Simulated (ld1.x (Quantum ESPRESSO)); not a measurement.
Varying the RRKJ potential for Ga

Base potential:

- Element: gallium (Ga)
- Generator: ld1.x (Quantum ESPRESSO) 7.5
- Type: norm-conserving RRKJ (Kleinman–Bylander form)
- Functional: LDA (PZ)
- Relativity: scalar-relativistic
- Frozen core: [Ne]
- Valence charge: 21
- Reference configuration: 3s2 3p6 3d10 4s2 4p1
- Partial waves: 3s (bound): rc 0.80 bohr; 3d (bound): rc 0.95 bohr; 3p (bound): rc 1.00 bohr
- Local potential: the p channel
- Core correction: a·sin(br)/r model core inside 0.65 bohr
- rho0: 0.01

Occupied shells without a wave of their own: 4p, 4s. They enter only through the test configuration that unscreens the potential, and ld1.x also counts them in the model core charge.

All-electron outer shells of the reference configuration (LDA (PZ), scalar-relativistic, ld1.x):

```csv
shell,level (eV),outermost node (bohr),outermost maximum (bohr)
2s,-1260.06,0.07,0.18
2p,-1098.21,–,0.15
3s,-147.43,0.27,0.56
3p,-98.65,0.24,0.56
3d,-19.40,–,0.53
4s,-9.17,0.81,1.87
4p,-2.74,0.87,2.53
```

Cutoffs, loose and tight: the cutoffs (Ry, on a coarse ladder) from which the occupation-weighted sum of valence levels, in a spherical-Bessel basis at the reference potential, stays within 10 and 1 mRy of its value at 400 Ry. They do not see the model core or the augmentation charge, which bear on the density cutoff. Test errors are all-electron minus pseudo excitation energies from the reference, over the configurations 3s2 3p6 3d10 4s2 4p0; 3s2 3p6 3d10 4s1 4p0; 3s2 3p6 3d10 4s0 4p0; 3s2 3p6 3d9 4s2 4p2; 3s2 3p5 3d10 4s2 4p1; 3s2 3p6 3d10 4s2 4p1.3; 3s2 3p6 3d10 4s1 4p2 (two spin-polarised tests are not counted in the largest error). A dash means not determined; rows that change the core or the reference have their own tests.

With those shells counted twice in exchange and correlation these files are broken, and their errors move erratically; no question is asked of them.

| change | outcome | cutoff, loose | cutoff, tight | bound ghosts | largest test error (meV) |
| --- | --- | --- | --- | --- | --- |
| base | generated | 200 Ry | 300 Ry | none | -2080 |
| wave 3p (bound): rc 1.00 bohr becomes 3p (bound): rc 0.66 bohr | generated | 260 Ry | over 300 Ry | none | -1782 |
| wave 3p (bound): rc 1.00 bohr becomes 3p (bound): rc 0.74 bohr | generated | 230 Ry | over 300 Ry | none | -1826 |
| wave 3p (bound): rc 1.00 bohr becomes 3p (bound): rc 0.92 bohr | generated | 200 Ry | 300 Ry | none | -2041 |
| wave 3p (bound): rc 1.00 bohr becomes 3p (bound): rc 1.02 bohr | generated | 200 Ry | 300 Ry | none | -2076 |
| wave 3p (bound): rc 1.00 bohr becomes 3p (bound): rc 1.12 bohr | generated | 200 Ry | 300 Ry | none | -1897 |
| wave 3p (bound): rc 1.00 bohr becomes 3p (bound): rc 1.22 bohr | generated | 200 Ry | 300 Ry | none | -1495 |
| wave 3p (bound): rc 1.00 bohr becomes 3p (bound): rc 1.36 bohr | generated, misses its reference levels by 0.30 eV | 200 Ry | 300 Ry | none | -325 |
| wave 3p (bound): rc 1.00 bohr becomes 3p (bound): rc 1.46 bohr | generated, misses its reference levels by 0.50 eV | 200 Ry | 300 Ry | none | +971 |

Reading the sweep of the p radius (base included, trends over the rows without a ghost): The loose cutoff falls from 260 Ry at 0.66 to 200 Ry at 1.46 bohr. A larger radius leaves more room for a smooth pseudo-wave, so fewer plane waves are needed; a smaller one forces it to follow the all-electron wave where it bends sharply. The median size of the test errors (rows with all tests solved) is not monotonic: lowest 87.6 meV at 1.36 bohr, highest 237.7 meV at 1.46 bohr.
